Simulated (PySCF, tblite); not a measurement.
Compound: C7H10ClNSi.
Z-matrix (Å and degrees, GFN2-xTB geometry), rows numbered from 1:
```
C 
C   1  1.4953
C   2  1.3909  1  121.94
C   3  1.3831  2  119.34  1   178.94
C   4  1.3914  3  119.50  2     0.14
Si  5  1.8900  4  123.06  3   179.89
C   6  1.9051  5  106.95  4  -179.82
Cl  7  1.7841  6  109.15  5  -179.97
N   5  1.3320  4  121.09  3     0.03
C   9  1.3177  5  119.24  4    -0.14
H   1  1.0876  2  110.83  3   151.45
H   1  1.0878  2  110.88  3    29.97
H   1  1.0906  2  109.88  3   -89.40
H   3  1.0819  2  120.11  1    -1.26
H   4  1.0794  3  120.98  2  -179.88
H   6  1.4666  5  110.32  4    61.06
H   6  1.4666  5  110.55  4   -60.47
H   7  1.0871  6  112.84  5    61.53
H   7  1.0871  6  112.71  5   -61.54
H  10  1.0840  2  120.35  1     1.15
```

Jobs on this species (20 atoms, 90 electrons) with PySCF (density fitting) and tblite. Hardware of each: one thread of an Arm Neoverse N1 (shared host). Times come from a shared host and carry two figures at best.

```csv
level and settings,work,basis functions,SCF cycles,wall time
GFN2-xTB,Hessian by finite differences,–,–,?
PBE0/pcSseg-1,"shieldings, ring-centre shieldings, charges and field gradients",234,14,88 s
GFN2-xTB,L-BFGS relaxation,–,–,0.77 s
```

Problem. Fill in the missing figures.

Solution. 
- GFN2-xTB; Hessian by finite differences: 1.7 s

Problem. What do all jobs in the table cost together?

Solution. About 90 s; the longest takes about 97 % of that, and about 110 times as long as the shortest.
